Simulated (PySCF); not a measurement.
## SnO, PBE: how much the basis matters

PySCF, UKS reference; singlet, unpaired electrons none; De to Sn + O without counterpoise correction.

```
                     basis                           relativity  functions  Re (Å)  ωe (cm⁻¹)  De (eV)  μ (D)
        cc-pVDZ-PP/cc-pVDZ  scalar-relativistic core potentials         37   1.873        790     5.89  -3.46
aug-cc-pVDZ-PP/aug-cc-pVDZ  scalar-relativistic core potentials         55   1.873        782     6.03  -4.16
                def2-TZVPP  scalar-relativistic core potentials         81   1.848        806     6.17  -3.92
               def2-TZVPPD  scalar-relativistic core potentials         96   1.848        803     6.19  -4.07
```

Q: How does each smaller set differ from the one with most functions, def2-TZVPPD?

A: cc-pVDZ-PP/cc-pVDZ: +2.5 pm, -1.6 % in ωe, -0.30 eV in De; aug-cc-pVDZ-PP/aug-cc-pVDZ: +2.5 pm, -2.6 % in ωe, -0.16 eV in De; def2-TZVPP: +0.0 pm, +0.4 % in ωe, -0.02 eV in De. All at PBE; the set with most functions is neither the basis-set limit nor always the best.

A positive dipole means Sn(−)O(+). These are scalar-relativistic numbers at best; spin–orbit coupling would shift them, the dissociation energy most.
